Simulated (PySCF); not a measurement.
# One molecule, several mistakes: BGeH3O2

These are calculations, not measurements. The program is PySCF 2.14.0, an open-source quantum chemistry code, run on an isolated molecule that a program drew, which may never have been made. The molecule is BGeH3O2 (charge 0, singlet), drawn as the SMILES string `B[O][GeH]=[O]`.

Each row is a Hartree-Fock (HF) and frozen-core CCSD(T) single point in the cc-pVDZ basis, meant for a local HF minimum. Run 1 is clean. Each other run has one planted mistake out of seven kinds, and not every kind appears here: one electron removed, one electron added, multiplicity raised by two, geometry at a saddle point, minimal basis STO-3G, one bond length entered in bohr, all coordinates scaled. The reference is restricted for singlets and unrestricted otherwise, and also for a bond in bohr. Adding or removing an electron swaps singlet and doublet. Electrons count all cores. HOMO and LUMO are orbital energies over both spins, the gradient is its largest component, and the lowest frequency (negative if imaginary) is given only where the gradient is small. Bond lengths are over the 6 bonds as drawn. T1 is the CCSD diagnostic: over 0.02 (restricted) or 0.045 (unrestricted) a single reference is doubtful. Germanium has the cc-pVDZ-PP basis, with a core potential (ECP10MDF) in place of its 10 inner electrons, and its 3s, 3p and 3d shells are frozen in CCSD(T).

Geometry of the clean run:
```xyz
7
BGeH3O2, angstrom
B    -1.8444   -1.0012    0.0701
O    -1.0752    0.0917    0.3390
Ge   -1.5347    1.6339    1.0568
O    -3.0221    2.0199    1.5376
H    -1.2961   -1.9454   -0.4279
H    -3.0163   -1.0040    0.3257
H    -0.2444    2.4188    1.0877
```

```
run  electrons  basis functions  <S^2>  HOMO (eV)  LUMO (eV)  gradient (hartree/bohr)  lowest frequency (cm^-1)  mean bond (Å)  longest bond (Å)      T1  HF (hartree)  CCSD(T) (hartree)                          mistake
  1         56               80  0.000     -12.02       1.44                  9.5e-06                        58         1.4409             1.762  0.0245    -469.54032         -470.13296                         no fault
  2         56               80  2.027      -6.55       0.31                  1.7e-01                         -         1.4409             1.762  0.0232    -469.43779         -469.97460       multiplicity raised by two
  3         56               80  0.635      -9.55       1.17                  2.3e-02                         -         1.6188             2.268  0.0625    -469.41797         -470.01337  one bond length entered in bohr
  4         57               80  0.769       0.22       7.50                  6.7e-02                         -         1.4409             1.762  0.0354    -469.50909         -470.11004                                ?
  5         55               80  0.758     -17.15      -6.30                  1.3e-01                         -         1.4409             1.762  0.0273    -469.22241         -469.75257                                ?
```

**Which mistake was planted in run 4, and what did it cost?**

It counts 57 electrons, one more than the clean run, at the same geometry and basis. So the mistake is: one electron added. Subtracting run 1 and multiplying by 627.51 kcal/mol a hartree, the energy moved by 19.6 kcal/mol in HF and 14.4 kcal/mol in CCSD(T).

**Which mistake was planted in run 5, and what did it cost?**

It counts 55 electrons, one fewer than the clean run, at the same geometry and basis. So the mistake is: one electron removed. Subtracting run 1 and multiplying by 627.51 kcal/mol a hartree, the energy moved by 199.5 kcal/mol in HF and 238.7 kcal/mol in CCSD(T).

Cautions from the logs. Run 1: T1 is over the limit, so its CCSD(T) energy is less reliable; run 3: T1 is over the limit, so its CCSD(T) energy is less reliable; run 4: the HOMO is above zero, so the electron isn't bound and the energy depends on the basis.
